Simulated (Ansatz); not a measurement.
singlet silylene (H2Si), singlet, at a GFN2-xTB geometry; HF/aug-cc-pVDZ in Ansatz (a program for electronic structure).

Here is a job for Ansatz.
Ansatz 0.2 input:
```yaml
crystal:
  periodic: [false, false, false]
  atoms:
    - {symbol: Si, position_ang: [-0.00666824, -0.00277970, 0.12275926]}
    - {symbol: H, position_ang: [0.04778718, 1.13172388, -0.83406892]}
    - {symbol: H, position_ang: [0.04556812, -1.09280805, -0.88456070]}
basis:
  gaussian:
    orbitals: aug-cc-pVDZ
hamiltonian:
  xc: hf
accuracy: high
```

The log (banner, timings and long lists left out):

```
Functional definition: HF
843 factors; integrals over basis functions are off by at most 3.1e-9 eV
mean field evaluation 1: about -7891.4459 eV, gradient 7.1e0 eV
mean field evaluation 2: about -7891.4478 eV, gradient 7.1e0 eV
mean field evaluation 4: about -7891.7937 eV, gradient 3.8e-1 eV
mean field evaluation 8: about -7891.7950 eV, gradient 1.6e-4 eV
mean field -7891.79503714 eV, -290.0181183640 hartree, gradient 3.0e-8 eV, S^2 0.000000; 0 other end points of the search recorded, 0 dependent functions left out
reference -7891.79503714 eV, -290.0181183640 hartree; 8, 8 occupied and 37, 37 virtual orbitals, 843 factors
Total energy: -7891.79503714 eV, -290.0181183640 hartree
```
